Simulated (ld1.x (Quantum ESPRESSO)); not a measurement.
**LDA (PZ) RRKJ dataset for Cd, scalar-relativistic all-electron reference.**

cadmium, norm-conserving RRKJ (Kleinman–Bylander form), made with ld1.x (Quantum ESPRESSO) 7.5 (LDA (PZ), scalar-relativistic). Core [Kr], reference 4d10 5s1.5 5p0 (charge +0.5). Waves: 5s (bound): rc 2.00 bohr; 5p (bound, empty): rc 2.30 bohr; 4d (bound): rc 1.40 bohr. Local part: all-electron potential smoothed inside 1.65 bohr (lloc = -1). Core correction: a·sin(br)/r model core inside 1.05 bohr. rho0 = 0.005.

All-electron outer shells of the reference configuration (LDA (PZ), scalar-relativistic, ld1.x):

| shell | level (eV) | outermost node (bohr) | outermost maximum (bohr) |
| --- | --- | --- | --- |
| 4p | -71.28 | 0.43 | 0.84 |
| 4d | -16.16 | 0.42 | 0.98 |
| 5s | -9.59 | 1.06 | 2.26 |
| 5p | -4.32 | 1.19 | 2.98 |

(1) Estimate the cutoffs (Ry, on a coarse ladder) from which the occupation-weighted sum of valence levels, in a spherical-Bessel basis at the reference potential, stays within 10 and 1 mRy of its value at 400 Ry.

(2) What does a ghost test show?

(3) Which valence shell sets the plane-wave cutoff?

(4) Tests: 4d10 5s2 5p0; 4d10 5s1 5p0; 4d10 5s0 5p0; 4d10 5s0 5p2; 4d9 5s2 5p0; 4d9 5s2 5p1; 4d10 5s1 5p1. Which has the largest error in its energy relative to the reference configuration, and how large is it?

Results:

(1) 70 Ry and 80 Ry.

(2) Ghost state, extra bound levels that the all-electron valence spectrum of the same l lacks: s at -51.0 eV. A true bound ghost makes a file unfit for plane-wave use. The logarithmic derivative shows an extra or strongly shifted pseudo pole above the reference energy (p near 0.84 Ry).

(3) 4d: its level needs 70 Ry to come within 1 mRy, against 30 Ry for 5s.

(4) 4d9 5s2 5p1, with -147 meV (all-electron minus pseudo) on +8.72 eV.
